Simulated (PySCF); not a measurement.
SMILES C=C[SiH2]C(C)C (C5H12Si) (GFN2-xTB optimised geometry):

```
18

C     -2.852    -0.936     2.316
C     -2.027    -1.323     1.356
Si    -0.148    -1.309     1.474
C      0.547    -0.305     0.000
C      2.073    -0.305     0.000
C      0.022     1.129     0.000
H     -2.485    -0.575     3.263
H     -3.926    -0.960     2.209
H     -2.460    -1.678     0.427
H      0.357    -2.687     1.394
H      0.275    -0.697     2.739
H      0.217    -0.779    -0.932
H      2.460    -1.321    -0.041
H      2.455     0.168     0.903
H      2.460     0.243    -0.859
H      0.397     1.678    -0.863
H     -1.066     1.145    -0.032
H      0.343     1.653     0.898
```

Level of theory: PySCF with PBE0/def2-SVP.

### Question
What are the frontier orbital energies and the dipole moment?

### Answer
HOMO-2 -8.77 eV, HOMO-1 -8.24 eV, HOMO -7.60 eV, LUMO -0.10 eV, LUMO+1 1.57 eV; dipole moment 0.59 D.

Meta-Löwdin charges at PBE0/def2-SVP: C1 -0.19, C2 -0.32, Si3 0.60, C4 -0.26, C5 -0.30, C6 -0.30, H7 0.10, H8 0.11, H9 0.11, H10 -0.11, H11 -0.11, H12 0.09, H13 0.10, H14 0.09, H15 0.10, H16 0.09, H17 0.10, H18 0.09.
